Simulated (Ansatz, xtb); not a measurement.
C3H9ClSi: which of two conformers lies lower

Structure a: `CC[Si@H](C)Cl`, a singlet. Structure b: `CC[Si@H](C)Cl`, a singlet. Both are isolated molecules in the gas phase, relaxed with B3LYP-D3(BJ)/def2-SVP.

a (Å):

```xyz
14

C    -0.5346   -1.2861    0.5502
C     0.5988   -0.3587    1.0055
C     2.4004    2.1163    0.4315
Cl   -0.6363    2.1078   -0.6562
Si    1.0769    0.9703   -0.2350
H    -0.7812   -2.0350    1.3196
H    -1.4489   -0.7122    0.3331
H    -0.2635   -1.8317   -0.3685
H     1.5143   -0.9392    1.2256
H     0.3290    0.1499    1.9483
H     1.5064    0.3562   -1.5236
H     2.0651    2.5949    1.3653
H     2.6390    2.9091   -0.2941
H     3.3245    1.5530    0.6434
```

b (Å):

```xyz
14

C     0.8035    0.9339    0.2778
C    -0.3659    0.1495   -0.3345
C     0.7703    0.1756   -3.2370
Cl   -1.5933   -1.8882   -2.5072
Si    0.1160   -0.8798   -1.8334
H     0.4873    1.5043    1.1658
H     1.2298    1.6558   -0.4379
H     1.6203    0.2637    0.5934
H    -0.8122   -0.5298    0.4122
H    -1.1765    0.8331   -0.6430
H     1.1153   -1.9182   -1.4521
H     0.9987   -0.4397   -4.1209
H     0.0265    0.9339   -3.5290
H     1.6938    0.6950   -2.9321
```

**Question.** Estimate which is lower in electronic energy at CCSD(T)/def2-SVP + ΔMP2/def2-TZVPP, and by roughly how much.

**Answer.** Too close to call at this level: CCSD(T)/def2-SVP + ΔMP2/def2-TZVPP gives E(b) − E(a) = +0.26 kcal/mol.

The same difference at several levels:

```csv
level,geometry,E(b) − E(a) (kcal/mol),departure from the last row (kcal/mol),"job, with rough time for the two"
B3LYP-D3(BJ)/def2-SVP,B3LYP-D3(BJ)/def2-SVP,+0.62,+0.36,"optimisation, 42 s"
HF/def2-SVP,B3LYP-D3(BJ)/def2-SVP,+0.53,+0.27,part of the CCSD(T) run
MP2/def2-SVP,B3LYP-D3(BJ)/def2-SVP,+0.58,+0.32,part of the CCSD(T) run
CCSD(T)/def2-SVP,B3LYP-D3(BJ)/def2-SVP,+0.58,+0.32,single point
CCSD(T)/def2-SVP + ΔMP2/def2-TZVPP,B3LYP-D3(BJ)/def2-SVP,+0.26,,"single point, 50 s"
```

The largest departure from CCSD(T)/def2-SVP + ΔMP2/def2-TZVPP is that of B3LYP-D3(BJ)/def2-SVP, 0.36 kcal/mol. Levels run at GFN2-xTB geometries aren't shown. The last row adds to CCSD(T) the change of the MP2 difference between the two basis sets, here −0.32 kcal/mol.

With harmonic frequencies from B3LYP-D3(BJ)/def2-SVP (ideal gas, rigid rotor, one conformer each, 1000 K, 1 atm): on the last row, ΔE + ΔZPE = +0.24, ΔH = +0.28, ΔG = −0.24 kcal/mol.

The correlated steps freeze 13 core orbitals. Run with Ansatz 0.2.0; the last row on 2 threads of Arm Neoverse V2 on a shared host.
